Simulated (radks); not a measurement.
Spherical quantum dot in the effective-mass picture: electrons in a parabolic well V = omega^2 r^2 / 2 with omega = 0.527, all in effective atomic units (hartree* = m*/eps^2 hartree, bohr* = eps/m* bohr), one dielectric constant everywhere. Method: non-relativistic Kohn-Sham, PBE, spin-polarised, spherical densities; computed with a radial shooting solver with Libxc functionals. Levels are named by radial order and angular momentum (1s, 1p, 1d, 2s, ...), and open shells are averaged over m. Results are scaled to m* = 0.072 and eps = 8.5, for which hartree* = 27.12 meV and bohr* = 6.247 nm.

N = 3, configuration 1s2 1p(up 1, down 0). This is the lowest configuration that the search found. Occupied and some empty levels:

level,occupation,eigenvalue (meV),<r> (nm)
1s up,1,50.533,11.24
1s down,1,51.667,11.03
1p up,1,61.329,14.19
1p down,0,62.835,14.19
1d up,0,73.316,16.54
1d down,0,74.797,16.66
2s up,0,75.463,15.20
2s down,0,76.146,15.30
1f up,0,85.969,18.62
1f down,0,87.275,18.76

Energy (meV): total 114.045, kinetic 31.709, external 49.085, Hartree 56.225, exchange-correlation -22.975.

Electron density:

r (nm),n(r) (e/nm^3)
1.83,0.0003271
3.79,0.0003113
5.76,0.0002838
7.72,0.0002448
9.68,0.0001972
11.6,0.0001462
13.6,0.00009828
15.6,0.00005932
17.5,0.00003197
19.5,0.00001545
21.5,6.696e-06
23.4,2.613e-06
25.4,9.104e-07
